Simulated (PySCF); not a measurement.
# Correlation energy of Mo⁺ (molybdenum, charge +1)

[Kr] 4d4 5s1, high-spin 6D determinant (an excited configuration). Computed with PySCF 2.14 in aug-cc-pwCVDZ-PP with ECP28MDF, with a scalar-relativistic core potential. Frozen: 4s2 4p6; 5 electrons correlated.

```json
{"level": "CCSD", "correlation energy (mhartree)": "-57.83"}
{"level": "(T)", "correlation energy (mhartree)": "-0.66"}
{"level": "CCSD(T)", "correlation energy (mhartree)": "-58.49"}
```

Diagnostics: T1 = 0.0056, D1 = 0.0167, largest double amplitude 0.022.

Cost of the coupled-cluster step: about 2.2 core-seconds, for 5 correlated electrons.
